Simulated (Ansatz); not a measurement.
Program: Ansatz. Geometries: PBE0-D4/def2-TZVP. ΔE: electronic, gas phase. CCSD(T)/CBS adds triple-zeta CCSD(T) − MP2 to the extrapolated MP2 energy (def2 sets, frozen cores). This one scheme is used for every species. DFT in def2-TZVPP. One conformer a species, not always the lowest.

Reaction (formal exchange of groups at a C–O bond): `C[SiH2]OCO` + `C#C` → `C#CCO` + `C[SiH2]O`

| level | ΔE (eV) |
| --- | --- |
| PBE-D4 | -0.29 |
| ωB97X-V | -0.21 |
| r2SCAN | -0.27 |
| CCSD(T)/def2-TZVPP | -0.22 |

What does CCSD(T)/CBS give? (An estimate is asked.)

The calculation gave: -0.24 eV. The listed levels differ from it by -0.05, 0.03, -0.03, 0.02 eV.

Largest T1 diagnostic among the species: 0.013.

The D4 term adds +0.04 eV with B3LYP and +0.02 eV with PBE0; it sums over pairs of atoms, weighted by their polarisabilities, and B3LYP, whose exchange is more repulsive, gets the larger term.

B3LYP here is the variant with VWN-RPA as its local correlation; programs differ in this.
